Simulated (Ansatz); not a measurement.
Start from `O=C([SiH3])[SeH]` and change one atom or group to get `O=C([SiH3])S`.

Ansatz, PBE0-D4/def2-TZVP geometries, multiplicity 1. Each molecule was computed in one conformer, which needn't be the lowest.

Scalar relativity is left out up to krypton.

| property | `O=C([SiH3])[SeH]` |
| --- | --- |
| size of the dipole moment (B3LYP/def2-TZVPP) / D | 2.57 |
| LUMO energy (PBE0/def2-TZVPP) / eV | -1.65 |
| LUMO energy (ωB97M-V/def2-TZVPP) / eV | 0.53 |
| HOMO–LUMO gap (ωB97M-V/def2-TZVPP) / eV | 9.87 |
| HOMO energy (PBE0/def2-TZVPP) / eV | -7.23 |
| size of the dipole moment (PBE/def2-TZVPP) / D | 2.36 |

Task: What does the change do to each property? (Best estimate.)

Result: Ansatz gave: 
| property | `O=C([SiH3])S` | shift |
| --- | --- | --- |
| size of the dipole moment (B3LYP/def2-TZVPP) / D | 1.47 | -1.10 |
| LUMO energy (PBE0/def2-TZVPP) / eV | -1.52 | 0.13 |
| LUMO energy (ωB97M-V/def2-TZVPP) / eV | 0.68 | 0.15 |
| HOMO–LUMO gap (ωB97M-V/def2-TZVPP) / eV | 10.25 | 0.38 |
| HOMO energy (PBE0/def2-TZVPP) / eV | -7.38 | -0.15 |
| size of the dipole moment (PBE/def2-TZVPP) / D | 1.27 | -1.09 |

With PBE0 the HOMO falls by 0.15 eV and the LUMO rises by 0.13 eV, so the gap widens by about 0.28 eV. PBE moves the HOMO by -0.04 eV and ωB97M-V by -0.22 eV. Dipoles are sizes alone; their direction can turn.

B3LYP here is the variant with VWN-RPA as its local correlation; programs differ in this.

Spin–orbit coupling is left out; it splits and shifts lone-pair levels of the heavy atoms by tenths of an eV.
